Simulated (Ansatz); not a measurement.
Cartesian coordinates in Å:
```
C -1.543 -0.512 0.206
Ge -0.069 0.250 -0.841
Al 2.031 0.417 0.450
Cl 1.922 -0.097 2.491
H -2.452 -0.549 -0.396
H -1.291 -1.523 0.528
H -1.727 0.096 1.091
H -0.479 1.653 -1.347
H 0.153 -0.605 -2.110
H 3.454 0.870 -0.073
```

The species carries charge 0 and has multiplicity 1.

Task: List the PBE/def2-TZVPP orbital energies in eV (Ansatz 0.2.0). (An estimate is asked.)

Result: Computed: Occupied: -10804.16, -2738.68, -1507.48, -1337.54, -1190.95, -1190.95, -1190.94, -268.88, -249.26, -189.90, -189.83, -189.79, -162.10, -113.54, -113.54, -113.52, -107.69, -69.79, -69.61, -69.52, -29.38, -29.36, -29.33, -29.31, -29.31, -20.00, -17.29, -13.10, -10.46, -10.04, -9.95, -8.46, -8.11, -7.97, -7.92, -7.74, -6.40. Lowest empty: -2.56, -1.05, -0.61, 0.57, 0.83, 1.05, 1.54, 1.97.
